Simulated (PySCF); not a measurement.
C₇H₁₁FO.
Numbering: `[CH3:1][CH2:2][C@@H:3]1[CH2:4][CH2:5][C@@H:6]1[C:7](=[O:8])[F:9]` (hydrogens: H10, H11, H12 on C1; H13, H14 on C2; H15 on C3; H16, H17 on C4; H18, H19 on C5; H20 on C6)

Cartesian coordinates in Å at the PBE0-D3(BJ)/def2-SVP level; atoms count from 1:
```xyz
20
C7H11FO angstrom
C      2.4308   -0.5304   -0.6045
C      1.3534    0.4244   -0.1145
C      0.1449   -0.3019    0.4422
C     -0.7742   -1.1041   -0.5021
C     -1.9864   -0.5943    0.2958
C     -1.1019    0.5087    0.9282
C     -1.2202    1.8553    0.2967
O     -1.1764    2.9174    0.8164
F     -1.3779    1.7700   -1.0442
H      2.7872   -1.1843    0.2074
H      2.0525   -1.1792   -1.4103
H      3.3011    0.0146   -0.9994
H      1.0342    1.0777   -0.9440
H      1.7636    1.0910    0.6640
H      0.4610   -0.9419    1.2833
H     -0.6216   -2.1916   -0.5566
H     -0.7552   -0.6932   -1.5223
H     -2.8681   -0.2627   -0.2699
H     -2.3116   -1.3079    1.0660
H     -1.1784    0.6618    2.0126
```

All values: PBE0/pcSseg-1 (PySCF, non-relativistic), on one gas-phase PBE0-D3(BJ)/def2-SVP geometry that isn't relaxed in the solvent. The solvent is an IEF-PCM continuum (cavity from Bondi-type radii × 1.2). Specific hydrogen bonds and non-electrostatic terms are outside this model.

Gas phase at PBE0/pcSseg-1: HOMO -8.48 eV, LUMO -0.38 eV, dipole 3.24 D.

Q: What does the continuum do to the energy, the frontier levels and the dipole at PBE0/pcSseg-1 in dichloromethane and acetone?

A: 
```
        solvent      ε  E(solvent) − E(gas) (kJ/mol)  polarisation term (kJ/mol)  distortion of the solute (kJ/mol)  HOMO (eV)  LUMO (eV)  dipole (D)
dichloromethane   8.93                        -15.66                      -17.67                               2.01      -8.49      -0.44        3.90
        acetone  20.49                        -17.33                      -19.81                               2.48      -8.48      -0.45        3.98
```

Polarisation term: ½ Σ q·V over the induced surface charges. Distortion: the rise of the solute's own energy as its density leaves the gas-phase optimum. From dichloromethane to acetone the lowering changes by a factor 1.11, Onsager's factor (ε − 1)/(2ε + 1) by 1.10 and ε itself by 2.3.

Q: Which radius a makes the point-dipole formula ΔE = −[(ε − 1)/(2ε + 1)]·μ²/a³ give the value in acetone, with the gas-phase dipole?

A: μ = 1.273 au and |ΔE| = 0.00660 Eh give a = 2.57 Å; the farthest nucleus lies 3.45 Å from the centroid of the nuclei, so such a sphere wouldn't even hold the nuclei. The formula assumes a rigid point dipole at the centre of a sphere.

Q: Which IAO charges (PBE0/pcSseg-1) respond most in acetone (means over atoms taken as equivalent)?

A: 
```
atoms         environment  gas (e)  solvent (e)  change
   O8     carbonyl oxygen   -0.389       -0.424  -0.035
   C7  acyl halide carbon   +0.610       +0.623  +0.013
  H15    methine hydrogen   +0.133       +0.143  +0.010
  H19  methylene hydrogen   +0.144       +0.152  +0.008
  H20    methine hydrogen   +0.158       +0.165  +0.007
  H16  methylene hydrogen   +0.133       +0.137  +0.004
  H13  methylene hydrogen   +0.133       +0.129  -0.004
   C1       methyl carbon   -0.407       -0.410  -0.003
```
